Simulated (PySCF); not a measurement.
Molecule: silole (SMILES C1=CC=C[SiH2]1).

Molfile (atoms numbered from 1):
```
C4H6Si
     RDKit          3D

 11 11  0  0  0  0  0  0  0  0999 V2000
   -1.0195    0.7961   -0.3697 C   0  0  0  0  0  0  0  0  0  0  0  0
    0.2243    1.3126   -0.2755 C   0  0  0  0  0  0  0  0  0  0  0  0
    1.3470   -0.0925    0.2515 Si  0  0  0  0  0  4  0  0  0  0  0  0
   -0.0668   -1.3217    0.2959 C   0  0  0  0  0  0  0  0  0  0  0  0
   -1.1790   -0.6427   -0.0575 C   0  0  0  0  0  0  0  0  0  0  0  0
   -1.8964    1.3851   -0.6621 H   0  0  0  0  0  0  0  0  0  0  0  0
    0.4405    2.3618   -0.4861 H   0  0  0  0  0  0  0  0  0  0  0  0
    2.0085    0.1215    1.5759 H   0  0  0  0  0  0  0  0  0  0  0  0
    2.4086   -0.4276   -0.7477 H   0  0  0  0  0  0  0  0  0  0  0  0
   -0.0842   -2.3846    0.5449 H   0  0  0  0  0  0  0  0  0  0  0  0
   -2.1720   -1.1025   -0.1214 H   0  0  0  0  0  0  0  0  0  0  0  0
  1  2  2  0
  2  3  1  0
  3  4  1  0
  4  5  2  0
  5  1  1  0
  1  6  1  0
  2  7  1  0
  3  8  1  0
  3  9  1  0
  4 10  1  0
  5 11  1  0
M  END
```

Geometry PBE0-D3(BJ)/def2-SVP throughout; GIAO in PySCF 2.14.0 with density-fitted response routines, gas phase, one conformer, non-relativistic; equivalent atoms averaged; functional PBE0.

For orientation, 6-311+G(2d,p) gives these absolute shieldings σ: C1/C5 31.0, C2/C4 54.4, Si3 388.3, H6/H11 24.02, H7/H10 25.06, H8/H9 26.72 ppm.

A run gave: C1/C5 23.1, C2/C4 46.7, Si3 391.5, H6/H11 23.92, H7/H10 24.92, H8/H9 26.69 ppm (absolute shieldings σ).

Which basis set was used in that run?
A. IGLO-III
B. 6-31G*
C. pcSseg-1
D. def2-SVP

## Answers

A. C2/C4 tells them apart best: IGLO-III gives 46.7, 6-31G* gives 72.5, pcSseg-1 gives 50.3, def2-SVP gives 66.0 ppm.
